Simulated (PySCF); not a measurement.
# Excited states of Cl⁷⁺ (chlorine, charge +7)

Ground state [Ne], ¹S. Computed with PySCF 2.14 in aug-cc-pV(T+d)Z with one added diffuse shell each of s, p, d, f type (7s6p5d3f, 71 functions), with no relativity, point nucleus. Vertical excitation energies in eV without spin-orbit coupling; excited terms of each kind are numbered among those the solver found. Frozen: 1s2.

| term | leading excitation | EOM-EE-CCSD |
| --- | --- | --- |
| 1 3P° | 2p → s | 209.44 |
| 1 1P° | 2p → s | 210.96 |
| 1 3S | 2p → p | 222.46 |
| 1 3D | 2p → p | 225.02 |
| 1 1D | 2p → p | 226.05 |
| 1 1P | 2p → p | 226.37 |
| 1 3P | 2p → p | 226.42 |
| 1 1S | 2p → p | 234.81 |
| 2 3P° | 2p → d | 246.13 |
| 1 3F° | 2p → d | 247.13 |
| 1 1F° | 2p → d | 247.90 |
| 1 1D° | 2p → d | 248.48 |
| 2 3S | 2p → p | 283.98 |
| 2 1D | 2p → p | 284.59 |

The solver can miss terms.
